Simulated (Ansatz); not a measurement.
CeO₂ (SMILES [O]=[Ce]=[O]), singlet, geometry from GFN2-xTB (such geometries of metal compounds can be far from the true shape) (core potentials on Ce); Ansatz (a program for electronic structure) with BLYP-D3BJATM/def2-SV(P).

Input for Ansatz:
Ansatz 0.2 input:
```yaml
crystal:
  periodic: [false, false, false]
  atoms:
    - {symbol: Ce, position_ang: [-0.16924966, 0.08770245, -0.18012469]}
    - {symbol: O, position_ang: [1.87597302, -0.06772443, -0.41145043]}
    - {symbol: O, position_ang: [-0.64891296, -0.56811834, 1.71735447]}
basis:
  gaussian:
    orbitals: def2-SV_P_.json
hamiltonian:
  xc: blyp
  dispersion: d3bjatm
```
The basis file holds def2-SV(P) in the JSON format of the Basis Set Exchange.

Task: Predict the main parts of the log of this Ansatz run.

Result: 
```
Functional definition: BLYP
942 factors; their error is unknown
mean field evaluation 1: about -16972.2514 eV, gradient 1.5e2 eV
mean field evaluation 2: about -14588.8349 eV, gradient 1.3e3 eV
mean field evaluation 4: about -15202.7857 eV, gradient 1.2e3 eV
mean field evaluation 8: about -17017.4523 eV, gradient 2.0e0 eV
mean field evaluation 16: about -16987.4604 eV, gradient 1.3e2 eV
mean field evaluation 32: about -17003.0459 eV, gradient 5.6e1 eV
mean field evaluation 64: about -17010.2405 eV, gradient 3.6e-4 eV
mean field evaluation 96: about -16987.4604 eV, gradient 1.3e2 eV
mean field -17017.51196408 eV, -625.3820297962 hartree, gradient 7.9e-6 eV, S^2 0.000000; 8 other end points of the search recorded, 0 dependent functions left out
reference -17017.51225569 eV, -625.3820405127 hartree; 23, 23 occupied and 74, 74 virtual orbitals, 942 factors
Total energy: -17017.60105831 eV, -625.3853039488 hartree
```
